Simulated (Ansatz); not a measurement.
Input file for Ansatz (a program for electronic structure): R-CCSD(T)/cc-pV(T+d)Z on CH6BP (SMILES CBP), a point of a torsion scan. Files ending in .json are basis or fitting sets from the Basis Set Exchange.

Ansatz 0.2 input:
```yaml
crystal:
  periodic: [false, false, false]
  atoms:
    - {symbol: C, position_ang: [-1.13609672, 0.08378197, -0.30385450]}
    - {symbol: B, position_ang: [-0.00072263, -0.22270789, 0.73928453]}
    - {symbol: P, position_ang: [1.80068955, 0.01166575, 0.30556844]}
    - {symbol: H, position_ang: [-1.90116581, -0.69186138, -0.30148370]}
    - {symbol: H, position_ang: [-1.64995429, 1.00190785, -0.01559475]}
    - {symbol: H, position_ang: [-0.79076946, 0.21150263, -1.32818360]}
    - {symbol: H, position_ang: [-0.28539108, -0.42930032, 1.85869666]}
    - {symbol: H, position_ang: [2.39021513, -0.95450300, 1.09638440]}
    - {symbol: H, position_ang: [1.88584778, -0.69118764, -0.87842144]}
basis:
  gaussian:
    orbitals: cc-pV_T+d_Z.json
magnetization: {spin_polarized: false}
correlation: {method: ccsd_t, electrons: outside_noble_gas}
scf: {lower_state_search: off}
```

The log:

```
WARN ansatz: RAYON_NUM_THREADS=1 ignored (pool sized by the plan → 1); use --threads N
Functional definition: HF
these checks for a lower state are left out or cut short: stability, starts, cluster_reference, orbital_swaps, neighbouring_geometries, increment
integrals: 0.63 GiB planned
1033 factors; integrals over basis functions are off by at most 1.1e-3 eV
mean field: 0.42 GiB planned
mean field evaluation 1: about -11067.6076 eV, gradient 2.7e1 eV
mean field evaluation 2: about -11067.6104 eV, gradient 2.7e1 eV
mean field evaluation 4: about -11069.9239 eV, gradient 2.9e0 eV
mean field evaluation 8: about -11069.9754 eV, gradient 6.5e-4 eV
mean field -11069.97537387 eV, -406.8140914907 hartree, gradient 3.0e-6 eV, S^2 0.000000; 0 other end points of the search recorded, 0 dependent functions left out
7 core orbitals not correlated
reference -11069.97537387 eV, -406.8140914907 hartree; 9, 9 occupied and 167, 167 virtual orbitals, 1033 factors
second order -11.97188050 eV of doubles, -0.00000000 eV of singles
coupled cluster: 1.72 GiB planned
cycle   1  -12.86696557 eV  change   -9.0e-1 eV  update   8.1e-2
cycle   2  -13.22935002 eV  change   -3.6e-1 eV  update   2.5e-2
cycle   3  -13.28147200 eV  change   -5.2e-2 eV  update   1.3e-2
cycle   4  -13.27657883 eV  change    4.9e-3 eV  update   4.7e-3
cycle   5  -13.27482309 eV  change    1.8e-3 eV  update   2.2e-3
cycle   6  -13.27472694 eV  change    9.6e-5 eV  update   7.9e-4
cycle   7  -13.27481478 eV  change   -8.8e-5 eV  update   2.5e-4
cycle   8  -13.27489738 eV  change   -8.3e-5 eV  update   8.8e-5
cycle   9  -13.27488627 eV  change    1.1e-5 eV  update   3.6e-5
cycle  10  -13.27488320 eV  change    3.1e-6 eV  update   1.3e-5
perturbative correction -0.52019671 eV, -0.0191168766 hartree
Total energy: -11083.77045378 eV, -407.3210513271 hartree
Checks for a lower state left out: stability, starts, cluster_reference, orbital_swaps, neighbouring_geometries, increment
```

The calculation finished and met its thresholds.

Cost: about 60 core-seconds (a rough figure).
